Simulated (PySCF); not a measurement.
## C⁻ (carbon, charge -1) across methods

[He] 2s2 2p3, high-spin 4S determinant. Calculation: PySCF 2.14, in aug-cc-pCVQZ-DK; the spin-free X2C one-electron Hamiltonian (Gaussian nucleus).

```tsv
method	E (hartree)	mean ε 2s α (eV)	mean ε 2s β (eV)	mean ε 2p α (eV)	Σ⟨r²⟩ (bohr²)	⟨S²⟩
BP86	-37.9243	-6.289	-3.328	1.779	31.05	3.753
UHF	-37.72482	-14.313	-5.808	-2.120	26.09	3.757
r2SCAN	-37.9045	-7.085	-2.805	1.705	29.23	3.755
PBE	-37.8721	-6.197	-3.076	1.886	31.02	3.753
TPSS	-37.9344	-6.570	-2.957	1.929	29.74	3.755
LDA	-37.5510	-6.065	-3.085	1.779	30.99	3.754
PBE0	-37.8743	-8.246	-4.057	0.898	28.99	3.753
```

Estimate the same row for BLYP.

E (hartree) = -37.9144; mean ε 2s α (eV) = -5.968; mean ε 2s β (eV) = -3.242; mean ε 2p α (eV) = 2.059; Σ⟨r²⟩ (bohr²) = 31.60; ⟨S²⟩ = 3.754.

The highest occupied level is positive at BP86, BLYP, r2SCAN, PBE, TPSS, LDA, PBE0: only the finite basis holds that electron, which in a density functional comes from self-interaction.
